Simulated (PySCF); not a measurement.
# Computed records: B2H6NSi, B3H3N, B2FHN, BH3NSi

Computed with PySCF 2.14.0. Calculation on a computer-drawn molecule: the log of a Hartree-Fock and frozen-core CCSD(T) single point meant for a local Hartree-Fock minimum, with one planted fault or none, to be diagnosed. Offsets are logged minus clean, where the clean run is the same molecule without the fault. The reference is restricted for singlets and unrestricted otherwise, and also for a bond in bohr or an excited solution. Adding or removing an electron swaps singlet and doublet. The excited solution moves the top pair (singlet) or top alpha electron (doublet) to the lowest empty orbital. Highest occupied and lowest empty are orbital energies over both spins, largest force is the largest gradient component, triples share is (T) over the correlation energy, the T1 limit is 0.02 restricted and 0.045 unrestricted, electrons count all cores, a negative frequency is imaginary (commonest isotopes), and the dipole is about the centre of nuclear charge.

Common to all runs: meant charge 1; meant multiplicity 1; logged SCF converged yes; logged CC converged yes; logged SCF stable within its kind yes; possible faults no fault, one electron removed, one electron added, multiplicity raised by two, geometry at a saddle point, SCF held on an excited solution, minimal basis STO-3G, one bond length entered in bohr, all coordinates scaled.

(1) B2H6NSi

Logged structure:
```xyz
10
B2H6NSi
B      1.5712    -1.7060     0.4539
N      1.0976    -0.5741     0.0034
B      0.3608    -0.7890    -1.2806
Si     1.2447     1.1322     0.7517
H      1.9897    -2.7265     0.8459
H     -0.1244     0.1578    -1.8049
H      0.2992    -1.8995    -1.7105
H      2.0231     0.9109     1.9755
H      1.9434     1.9127    -0.2705
H     -0.1409     1.5404     0.9879
```

* meant basis: cc-pV(D+d)Z
* logged electrons: 36
* logged basis functions: 95
* logged spin squared: 2.0328
* logged highest occupied: -12.221 eV
* logged lowest empty: -8.3398 eV
* logged largest force: 0.071735 hartree/bohr
* logged T1 diagnostic: 0.031836
* logged D1 diagnostic: 0.16924
* logged triples share: 0.032431
* logged dipole magnitude: 2.656 debye
* logged energy HF: -395.81719 hartree
* logged energy CCSD(T): -396.29002 hartree
* planted fault: multiplicity raised by two
* HF energy offset from clean run: 141.2 kcal/mol
* CCSD(T) energy offset from clean run: 137.8 kcal/mol

Drawn bonds:
| atom | other atom | order |
| --- | --- | --- |
| 1 | 2 | 1 |
| 2 | 3 | 1 |
| 2 | 4 | 1 |
| 1 | 5 | 1 |
| 3 | 6 | 1 |
| 3 | 7 | 1 |
| 4 | 8 | 1 |
| 4 | 9 | 1 |
| 4 | 10 | 1 |

(2) B2H6NSi

Logged structure:
```xyz
10
B2H6NSi
B      1.4707    -1.5968     0.4249
N      1.0274    -0.5373     0.0032
B      0.3377    -0.7385    -1.1986
Si     1.1650     1.0597     0.7036
H      1.8624    -2.5520     0.7917
H     -0.1165     0.1477    -1.6894
H      0.2800    -1.7780    -1.6010
H      1.8936     0.8526     1.8491
H      1.8190     1.7902    -0.2532
H     -0.1319     1.4418     0.9247
```

- meant basis: cc-pV(D+d)Z
- logged electrons: 36
- logged basis functions: 95
- logged spin squared: 0
- logged highest occupied: -18.386 eV
- logged lowest empty: -3.1846 eV
- logged largest force: 0.082599 hartree/bohr
- logged T1 diagnostic: 0.011543
- logged D1 diagnostic: 0.029777
- logged triples share: 0.025884
- logged dipole magnitude: 3.5998 debye
- logged energy HF: -395.99829 hartree
- logged energy CCSD(T): -396.45588 hartree
- planted fault: all coordinates scaled, by -6.4 %
- HF energy offset from clean run: 27.56 kcal/mol
- CCSD(T) energy offset from clean run: 33.75 kcal/mol

Drawn bonds:
| atom | other atom | order |
| --- | --- | --- |
| 1 | 2 | 1 |
| 2 | 3 | 1 |
| 2 | 4 | 1 |
| 1 | 5 | 1 |
| 3 | 6 | 1 |
| 3 | 7 | 1 |
| 4 | 8 | 1 |
| 4 | 9 | 1 |
| 4 | 10 | 1 |

(3) B3H3N

Logged structure:
```xyz
7
B3H3N
B      0.3835    -2.9080     2.8464
N      0.2284    -1.8043     2.2146
B      0.0723    -0.6876     1.5778
B     -0.1358     0.7953     0.7322
H      0.5245    -3.9146     3.4222
H     -1.0989     0.9170     0.0478
H      0.6919     1.6363     0.8675
```

* meant basis: cc-pVDZ
* logged electrons: 24
* logged basis functions: 23
* logged spin squared: 0
* logged highest occupied: -17.965 eV
* logged lowest empty: -2.7804 eV
* logged largest force: 0.01397 hartree/bohr
* logged T1 diagnostic: 0.016947
* logged D1 diagnostic: 0.047139
* logged triples share: 0.047716
* logged dipole magnitude: 2.243 debye
* logged energy HF: -128.41416 hartree
* logged energy CCSD(T): -128.61636 hartree
* planted fault: minimal basis STO-3G
* HF energy offset from clean run: 1005 kcal/mol
* CCSD(T) energy offset from clean run: 1129 kcal/mol

Drawn bonds:
| atom | other atom | order |
| --- | --- | --- |
| 1 | 2 | 1 |
| 2 | 3 | 2 |
| 3 | 4 | 1 |
| 1 | 5 | 1 |
| 4 | 6 | 1 |
| 4 | 7 | 1 |

(4) B2FHN

Logged structure:
```xyz
5
B2FHN
B     -2.1332    -1.1068    -2.6295
N     -1.6892    -0.8725    -1.4510
B     -1.2434    -0.6371    -0.2670
F     -0.8132    -0.4100     0.8757
H     -2.5382    -1.3206    -3.7046
```

* meant basis: cc-pVDZ
* logged electrons: 26
* logged basis functions: 61
* logged spin squared: 0
* logged highest occupied: -20.141 eV
* logged lowest empty: -3.9209 eV
* logged largest force: 1.086e-05 hartree/bohr
* logged lowest frequency: 127.15 cm⁻¹
* logged T1 diagnostic: 0.016574
* logged D1 diagnostic: 0.035344
* logged triples share: 0.030254
* logged dipole magnitude: 4.2534 debye
* logged energy HF: -203.66831 hartree
* logged energy CCSD(T): -204.16284 hartree
* planted fault: no fault
* HF energy offset from clean run: 0 kcal/mol
* CCSD(T) energy offset from clean run: 0 kcal/mol

Drawn bonds:
| atom | other atom | order |
| --- | --- | --- |
| 1 | 2 | 1 |
| 2 | 3 | 2 |
| 3 | 4 | 1 |
| 1 | 5 | 1 |

(5) BH3NSi

Logged structure:
```xyz
6
BH3NSi
B     -0.4160    -0.9538     0.7803
N     -1.5383    -1.2279     1.3114
Si    -2.9591    -1.5752     1.9854
H      0.6156    -0.7017     0.2919
H     -5.2867    -0.5900     0.8914
H     -3.0191    -2.4123     3.1769
```

* meant basis: cc-pV(D+d)Z
* logged electrons: 28
* logged basis functions: 66
* logged spin squared: 0.8642
* logged highest occupied: -16.181 eV
* logged lowest empty: -5.3351 eV
* logged largest force: 0.011649 hartree/bohr
* logged T1 diagnostic: 0.0484
* logged D1 diagnostic: 0.18152
* logged triples share: 0.043264
* logged dipole magnitude: 0.24932 debye
* logged energy HF: -369.47109 hartree
* logged energy CCSD(T): -369.8026 hartree
* planted fault: one bond length entered in bohr, row 4 of the drawn bonds
* HF energy offset from clean run: 71.09 kcal/mol
* CCSD(T) energy offset from clean run: 78.79 kcal/mol

Drawn bonds:
| atom | other atom | order |
| --- | --- | --- |
| 1 | 2 | 1 |
| 2 | 3 | 2 |
| 1 | 4 | 1 |
| 3 | 5 | 1 |
| 3 | 6 | 1 |

Notes: T1 above single-reference limit.
